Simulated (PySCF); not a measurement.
Species: C₆H₁₀N₂SSi.
SMILES with atom numbers: `[CH2:1]=[CH:2][c:3]1[cH:4][c:5]([S:6][SiH2:7][CH3:8])[n:9][nH:10]1`

Structure used (GFN2-xTB), in Å, numbered top down from 1:
```
atom  x, y, z in Å
C1     4.3482    0.4038   -0.2679
C2     3.4321   -0.3712   -0.8392
C3     2.0111   -0.3069   -0.6075
C4     0.9935   -1.0518   -1.1833
C5    -0.1848   -0.5680   -0.5958
S6    -1.8223   -1.0546   -0.8734
Si7   -2.6627    0.3692    0.5350
C8    -4.5351    0.0880    0.4213
N9     0.0796    0.3952    0.2765
N10    1.4076    0.5437    0.2598
H11    5.3935    0.2928   -0.4954
H12    4.1007    1.1750    0.4425
H13    3.7299   -1.1302   -1.5493
H14    1.0746   -1.8261   -1.9164
H15   -2.2967    1.7021    0.0747
H16   -2.1439    0.0212    1.8514
H17   -4.8023   -0.9392    0.6548
H18   -5.0571    0.7337    1.1201
H19   -4.9118    0.3040   -0.5750
H20    1.8407    1.2302    0.8543
```

Probes without a nucleus sit at each ring's centroid and 1 Å off its mean plane on both sides; NICS is minus the shielding there, NICSzz its component along the normal. Level: GIAO PBE0/pcSseg-1 (PySCF, non-relativistic, gas phase) on the GFN2-xTB geometry, one conformer.

Ring bond lengths (Å), with Mayer bond orders in brackets: C3–C4 1.386 (1.35), C4–C5 1.403 (1.29), C5–N9 1.326 (1.41), N9–N10 1.336 (1.22), N10–C3 1.356 (1.10).

Question: Give the NICS values of each ring in ppm.

Answer: 
```csv
ring,type,NICS(0),"NICS(1), two faces","NICS(1)zz, two faces",rms pucker (Å),"centre to ring atoms, mean (Å)"
C3–C4–C5–N9–N10,5-membered ring with 2 N; formal bonds all aromatic,-11.4,-10.5 / -10.5,-25.2 / -25.1,0.00,1.16
```

Question: What can be read from them?

Answer: 
- C3–C4–C5–N9–N10: mean NICS(1)zz -25.1 ppm, shielded, aromatic by this magnetic criterion (flat ring, no four-coordinate atom).

Question: What does the geometric index give? Use HOMA with the parameters of Krygowski (1993).

Answer: 
- C3–C4–C5–N9–N10: HOMA 0.96; the largest term is that of N9–N10, α(R − Ropt)² = 0.10. The geometric and the magnetic index point the same way.

Question: What field does 11.7 T along the ring normal induce along that normal at the second NICS(1) probe listed for ring C3–C4–C5–N9–N10, 1 Å off the ring?

Answer: NICSzz × B0 = -25.1 ppm × 11.7 T = -294 μT, against the applied field.

Question: How shielded are the nuclei of the rings and their hydrogens (means over atoms taken as equivalent)?

Answer: 
```
atoms                  environment  σ isotropic (ppm)  principal values of the symmetric part, first atom (ppm)
   C3  substituted aromatic carbon               40.8                                        -20.7, 15.7, 127.4
   C4           aromatic CH carbon               74.5                                          7.8, 71.2, 144.5
   C5  substituted aromatic carbon               32.6                                        -43.4, 23.9, 117.3
   N9       pyridine-type nitrogen              -56.5                                      -257.6, -65.3, 153.5
  N10        pyrrole-type nitrogen               60.5                                        -40.9, 86.0, 136.2
  H14            aromatic hydrogen              25.50                                          22.2, 25.6, 28.7
  H20                 N–H hydrogen              22.29                                          15.6, 24.0, 27.3
```
